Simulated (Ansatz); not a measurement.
Cartesian coordinates (Å):
```xyz
4

F      1.4550    -0.2591    -0.1388
Si    -0.0011    -0.0004     0.4270
F     -0.5023     1.3896    -0.1424
F     -0.9515    -1.1301    -0.1458
```
Charge 0, spin multiplicity 2.

Computed with frozen-core CCSD(T)/def2-TZVPP // r2SCAN-D4/def2-TZVP run with Ansatz (an electronic-structure program).

```
Property                        Value
----------------------  -------------
HF energy               -587.56413 Ha
MP2 correlation energy    -0.83736 Ha
```

Q: Estimate the CCSD correlation energy, the (T) correction, the total energy and the T1 diagnostic.

A: 
```
Property                        Result
-----------------------  -------------
CCSD correlation energy    -0.83908 Ha
(T) correction             -0.02403 Ha
CCSD(T) total energy     -588.42724 Ha
T1 diagnostic                    0.014
```
